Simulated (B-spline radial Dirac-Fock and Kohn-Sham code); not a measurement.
K-line shifts caused by a second vacancy in Pr³⁺

System: the Pr³⁺ ion in the configuration [Xe] 6s2 (an excited configuration).

The run's input, task.json:

```json
{"items": [{
  "Z": 59,
  "q": 3,
  "cfg": [[1, 0, 2], [2, 0, 2], [2, 1, 6], [3, 0, 2], [3, 1, 6], [3, 2, 10], [4, 0, 2], [4, 1, 6], [4, 2, 10], [5, 0, 2], [5, 1, 6], [6, 0, 2]],
  "A": 141,
  "rrms": 4.8919,
  "do": ["binding", "quiet", "double"]
}]}
```

Run with: `python xray_run.py task.json out`

Calculated with a radial finite-basis atomic code, using relaxed Dirac-Fock hole states (ΔSCF) with Breit and QED corrections and a finite nucleus. Each two-hole energy is an average over J within one jj subconfiguration, not an observable level; in light atoms, where LS coupling holds, the j-resolved values are not observed lines, and for a K spectator the Kα1 hypersatellite is nearly forbidden. Correlation energy is missing from these numbers.

Lines without a spectator: Kα2 (K-L2) 35544.6 eV, Kα1 (K-L3) 36020.8 eV, Kβ3 (K-M2) 40641.5 eV, Kβ1 (K-M3) 40737.6 eV. Shifts in eV with one spectator hole (a dash: not computed, or left out as unreliable):

```
spectator hole    Kα2     Kα1     Kβ3     Kβ1
    L2 (2p1/2)  +82.8  +106.8       –  +218.4
    L3 (2p3/2)  +74.1   +76.5  +183.3       –
    M2 (3p1/2)      –  +13.82  +29.95   +36.0
    M3 (3p3/2)  +9.05       –  +28.75  +28.46
    M4 (3d3/2)  +2.05   -1.16       –       –
    M5 (3d5/2)  -2.00   +0.61       –       –
```

Question: Where does the K-L3 hypersatellite lie, emitted when both K electrons are missing?

Answer: +745.2 eV from the normal line, at 36765.9 eV. Removing both K electrons costs 85105.5 eV, which is 1006.6 eV more than twice the K binding energy.

With n spectator holes in 2p, averaged over the 2p shell (energies in eV):

```csv
n,KαLⁿ,step,hypersatellite KαʰLⁿ
0,35862.0,–,36596.3
1,35946.4,+84.4,36682.3
2,36032.2,+85.8,36769.8
3,36119.4,+87.2,36858.6
4,36208.0,+88.6,36948.9
5,36298.0,+90.0,37040.5
```
